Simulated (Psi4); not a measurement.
C2H8OSn (SMILES [CH3][SnH]([CH3])[OH]), singlet, at a GFN2-xTB geometry (such geometries of metal compounds can be far from the true shape) (core potentials on Sn); Psi4 with CAM-B3LYP/def2-TZVPPD.

Psi4 was given this input:
```
memory 2 GB

molecule mol {
0 1
  Sn    0.005499   -0.105066    0.217282
  C     1.762695   -0.687873   -0.931998
  C    -1.898058   -0.520572   -0.758461
  O     0.107659    1.848172    0.489310
  H     0.060548   -0.577514    1.834030
  H     1.664486   -0.319885   -1.948787
  H     2.652737   -0.258500   -0.486831
  H     1.866284   -1.765302   -0.958037
  H    -2.699315   -0.013905   -0.233119
  H    -1.863192   -0.158666   -1.781558
  H    -2.101265   -1.583980   -0.769957
  H     0.095695    2.396350   -0.291548
}

set basis def2-tzvppd
set reference rks

energy('cam-b3lyp')
print_variables()
```

It wrote (shortened):

```
   => Loading Basis Set <=

    Name: DEF2-TZVPPD
    Role: ORBITAL
    Keyword: BASIS

    !!!  WARNING: ECP capability is in beta. Please check occupations closely.  !!!

         ---------------------------------------------------------
                                   SCF
               by Justin Turney, Rob Parrish, Andy Simmonett
                          and Daniel G. A. Smith
                              RKS Reference
         ---------------------------------------------------------

  ==> Geometry <==

    Molecular point group: c1
    Full point group: C1

    Geometry (in Angstrom), charge = 0, multiplicity = 1:

       Center              X                  Y                   Z               Mass
    ------------   -----------------  -----------------  -----------------  -----------------
         SN           0.002936330533    -0.106037152995     0.164165266456   119.902201630000
         C            1.760132330533    -0.688844152995    -0.985114733544    12.000000000000
         C           -1.900620669467    -0.521543152995    -0.811577733544    12.000000000000
         O            0.105096330533     1.847200847005     0.436193266456    15.994914619570
         H            0.057985330533    -0.578485152995     1.780913266456     1.007825032230
         H            1.661923330533    -0.320856152995    -2.001903733544     1.007825032230
         H            2.650174330533    -0.259471152995    -0.539947733544     1.007825032230
         H            1.863721330533    -1.766273152995    -1.011153733544     1.007825032230
         H           -2.701877669467    -0.014876152995    -0.286235733544     1.007825032230
         H           -1.865754669467    -0.159637152995    -1.834674733544     1.007825032230
         H           -2.103827669467    -1.584951152995    -0.823073733544     1.007825032230
         H            0.093132330533     2.395378847005    -0.344664733544     1.007825032230

  Running in c1 symmetry.

  Rotational constants: A =      0.14605  B =      0.12516  C =      0.08439 [cm^-1]
  Rotational constants: A =   4378.43209  B =   3752.05321  C =   2529.87113 [MHz]
  Nuclear repulsion =  211.988291266451540

  Charge       = 0
  Multiplicity = 1
  Electrons    = 50
  Nalpha       = 25
  Nbeta        = 25

  ==> Algorithm <==

  SCF Algorithm Type is DF.
  DIIS enabled.
  MOM disabled.
  Fractional occupation disabled.
  Guess Type is SAD.
  Energy threshold   = 1.00e-06
  Density threshold  = 1.00e-06
  Integral threshold = 1.00e-12

  ==> Primary Basis <==

  Basis Set: DEF2-TZVPPD
    Blend: DEF2-TZVPPD
    Number of shells: 114
    Number of basis functions: 306
    Number of Cartesian functions: 342
    Spherical Harmonics?: true
    Max angular momentum: 3

  Core potential: DEF2-TZVPPD
    Number of shells: 4
    Number of ECP primitives: 18
    Number of ECP core electrons: 28
    Max angular momentum: 3

  ==> DFT Potential <==

   => LibXC <=

    Version 7.1.2
    S. Lehtola, C. Steigemann, M. J. T. Oliveira, and M. A. L. Marques,  SoftwareX 7, 1–5 (2018) (10.1016/j.softx.2017.11.002)

   => Composite Functional: CAM-B3LYP <=

    CAM-B3LYP Hyb-GGA Exchange-Correlation Functional

    T. Yanai, D. P. Tew, and N. C. Handy,  Chem. Phys. Lett. 393, 51 (2004) (10.1016/j.cplett.2004.06.011)

    Deriv               =              1
    GGA                 =           TRUE
    Meta                =          FALSE

    Exchange Hybrid     =           TRUE
    MP2 Hybrid          =          FALSE

   => Exchange Functionals <=

    0.3500         Becke 88 [omega = 0.3300]
    0.4600   Short-range recipe for B88 functional - erf [omega = 0.3300]

   => Exact (HF) Exchange <=

    0.4600            HF,LR [omega = 0.3300]
    0.1900               HF

   => Correlation Functionals <=

    0.1900   Vosko, Wilk & Nusair (VWN5)
    0.8100   Lee, Yang & Parr

   => LibXC Density Thresholds  <==

    XC_HYB_GGA_XC_CAM_B3LYP:  1.00E-14

   => Molecular Quadrature <=

    Radial Scheme          =       TREUTLER
    Pruning Scheme         =           NONE
    Nuclear Scheme         =       TREUTLER

    Blocking Scheme        =         OCTREE
    BS radius alpha        =              1
    Pruning alpha          =              1
    Radial Points          =             75
    Spherical Points       =            302
    Total Points           =         259862
    Total Blocks           =           1957
    Max Points             =            256
    Max Functions          =            294
    Weights Tolerance      =       1.00E-15

   => Loading Basis Set <=

    Name: (DEF2-TZVPPD AUX)
    Role: JKFIT
    Keyword: DF_BASIS_SCF

  ==> Integral Setup <==

  SCF_SUBTYPE=INCORE selected. In-core MEM_DF algorithm will be used.
  Using in-core AOs.

  ==> MemDFJK: Density-Fitted J/K Matrices <==

    J tasked:                   Yes
    K tasked:                   Yes
    wK tasked:                  Yes
    Omega:                3.300E-01
    Algorithm:                 Core
    Schwarz Cutoff:           1E-12
    Mask sparsity (%):       4.8037
    Fitting Condition:        1E-10

   => Auxiliary Basis Set <=

  Basis Set: (DEF2-TZVPPD AUX)
    Blend: DEF2-UNIVERSAL-JKFIT
    Number of shells: 169
    Number of basis functions: 589
    Number of Cartesian functions: 740
    Spherical Harmonics?: true
    Max angular momentum: 5

  Minimum eigenvalue in the overlap matrix is 2.9295353989E-05.
  Reciprocal condition number of the overlap matrix is 2.6626510905E-06.
    Using symmetric orthogonalization.

  ==> Pre-Iterations <==

  SCF Guess: Superposition of Atomic Densities via on-the-fly atomic UHF (no occupation information).

   -------------------------
    Irrep   Nso     Nmo
   -------------------------
     A        306     306
   -------------------------
    Total     306     306
   -------------------------

  ==> Iterations <==

                           Total Energy        Delta E     RMS |[F,P]|

   @DF-RKS iter SAD:  -368.49472025892419   -3.68495e+02   0.00000e+00
   @DF-RKS iter   1:  -369.85843606936862   -1.36372e+00   4.08146e-03 ADIIS/DIIS
   @DF-RKS iter   2:  -369.67875019494562    1.79686e-01   4.64390e-03 ADIIS/DIIS
   @DF-RKS iter   3:  -370.50946439211702   -8.30714e-01   9.75734e-04 ADIIS/DIIS
   @DF-RKS iter   4:  -370.53986817677122   -3.04038e-02   1.86254e-04 ADIIS/DIIS
   @DF-RKS iter   5:  -370.54121580392712   -1.34763e-03   4.89770e-05 DIIS
   @DF-RKS iter   6:  -370.54130373131420   -8.79274e-05   1.14839e-05 DIIS
   @DF-RKS iter   7:  -370.54130983348176   -6.10217e-06   2.92400e-06 DIIS
   @DF-RKS iter   8:  -370.54131018518393   -3.51702e-07   5.85898e-07 DIIS
  Energy and wave function converged.

  ==> Post-Iterations <==

   Electrons on quadrature grid:
      Ntotal   =   49.9999767252 ; deviation = -2.327e-05

    Orbital Energies [Eh]
    ---------------------

    Doubly Occupied:

[...]
      25A     -0.330496

    Virtual:

[...]
    Final Occupation by Irrep:
              A
    DOCC [    25 ]
    NA   [    25 ]
    NB   [    25 ]

  @DF-RKS Final Energy:  -370.54131018518393

   => Energetics <=

    Nuclear Repulsion Energy =            211.9882912664515402
    One-Electron Energy =               -1009.8742435059766649
    Two-Electron Energy =                 456.5398166860219931
    DFT Exchange-Correlation Energy =     -29.1951746316808602
    Empirical Dispersion Energy =           0.0000000000000000
    VV10 Nonlocal Energy =                  0.0000000000000000
    Total Energy =                       -370.5413101851839315

Computation Completed

Properties will be evaluated at   0.000000,   0.000000,   0.000000 [a0]

Properties computed using the SCF density matrix

 Multipole Moments:

 ------------------------------------------------------------------------------------
     Multipole            Electronic (a.u.)      Nuclear  (a.u.)        Total (a.u.)
 ------------------------------------------------------------------------------------

 L = 1.  Multiply by 2.5417464519 to convert [e a0] to [Debye]
 Dipole X            :          0.4674586           -0.5330605           -0.0656020
 Dipole Y            :         -6.0948320            5.4675339           -0.6272981
 Dipole Z            :         15.7358704          -16.5156653           -0.7797949
 Magnitude           :                                                    1.0029390

 ------------------------------------------------------------------------------------

  Variable Map:
  ----------------------------------------------------------------------------
[...]
  Array Variable Map:
  ----------------------------------------------------------------------------
[...]
[...]
```
